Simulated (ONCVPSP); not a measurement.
# chromium, ONCV: configuration errors across variants

```
Element                 : chromium (Cr)
Generator               : ONCVPSP 4.0.1
Type                    : optimised norm-conserving Vanderbilt (ONCV)
Functional              : revPBE
Relativity              : scalar-relativistic
Frozen core             : [Ne]
Valence charge          : 14
Reference configuration : 3s2 3p6 3d4 4s2
Partial waves           : 3s+4s: rc 1.50 bohr, ncon 4, nbas 8, qcut 8.3 1/bohr, 2 projectors; 3p: rc 1.10 bohr, ncon 4, nbas 8, qcut 13.6 1/bohr, 2 projectors, debl 0.5 Ha; 3d: rc 1.00 bohr, ncon 5, nbas 9, qcut 9.6 1/bohr, 2 projectors, debl 1.1 Ha; f scattering state at 0.17 Ha: rc 1.55 bohr, ncon 4, nbas 7, qcut 8.4 1/bohr, 2 projectors, debl 0.3 Ha
Local potential         : polynomial inside 0.70 bohr (lpopt 5, dvloc0 0 Ha)
Core correction         : Teter function, fcfact 3.25, rcfact 1.45
```

In the p channel the program set the typed energies aside and used -1.811, 0.250 Ha.

All-electron excitation energies from the reference (eV): (1) 3s2 3p6 3d5 4s1 0.095; (2) 3s2 3p6 3d5 4s0 6.883; (3) 3s2 3p6 3d4 4s0 22.821; (4) 3s2 3p6 3d4 4s1 4p1 3.583.

1 further variants failed, have other tests or too few solved ones, and are left out.

Errors AE − PS in meV (a dash: test not solved or not reliable):

| change | (1) | (2) | (3) | (4) | bound ghosts | GHOST(+) flags above zero |
| --- | --- | --- | --- | --- | --- | --- |
| base | +0.4 | +3.3 | -1.0 | -0.3 | none | s, d |
| core correction Teter function, fcfact 5.75, rcfact 1.6 | +0.4 | +3.4 | -1.1 | -0.3 | none | s, d |
| local potential polynomial inside 1.00 bohr (lpopt 5, dvloc0 2 Ha) | +0.3 | +3.3 | -1.0 | -0.1 | none | d |
| local potential polynomial inside 0.70 bohr (lpopt 5, dvloc0 5.5 Ha) | +0.4 | +3.3 | -1.0 | -0.3 | none | s, d |
| f: ncon 3, nbas 6 | +0.4 | +3.3 | -1.0 | -0.3 | none | s, d |

(1) Give the same row for: all radii but the core radius scaled by about 1.11 (s 1.66, p 1.22, d 1.12, f 1.72 bohr); local potential polynomial inside 0.78 bohr (lpopt 5, dvloc0 0 Ha).

Results:

(1) +1.0, +4.4, -1.4, -0.4; bound ghosts: none; GHOST(+) flags above zero: s.
